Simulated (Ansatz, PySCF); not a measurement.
Noncovalent pair: CH6Si (SMILES C[SiH3]) (first 8 atoms) with H2Se (SMILES [SeH2]); geometry from B3LYP-D3(BJ)/def2-TZVP, rigid monomers moved along the line of their centres of mass till Si2···Se9 is 4.71 Å.
(charge 0, multiplicity 1):
```xyz
11

C      0.573     1.017    -0.104
Si    -0.099    -0.691     0.270
H      0.463     1.665     0.766
H      0.037     1.471    -0.940
H      1.631     0.970    -0.366
H      0.626    -1.307     1.409
H      0.043    -1.587    -0.904
H     -1.537    -0.627     0.629
Se    -0.900     1.463     4.386
H     -0.076     0.250     4.285
H     -1.971     0.834     3.599
```

Monomers are frozen at their geometry in the pair; levels with a basis set take the counterpoise correction. Rows marked so take none.

Rows in 3-21G, STO-3G carry no dispersion term and start afresh at each structure; the Pople sets are all-electron and without relativity.

The values were computed with Ansatz (Gaussian basis) for Hartree–Fock, density functionals and correlated methods; PySCF for 3-21G rows, STO-3G rows, the dispersion terms. Values without a source in brackets are computed.

### Question
One of these levels gives -31.6 meV for the interaction energy. Name it.
A) HF/3-21G (no counterpoise)
B) PBE0-D4/def2-TZVPPD
C) HF/STO-3G (no counterpoise)

### Answer
A, HF/3-21G (no counterpoise). The others give -1.8 (HF/STO-3G (no counterpoise)), -62.5 (PBE0-D4/def2-TZVPPD)

Ansatz is an electronic-structure program.
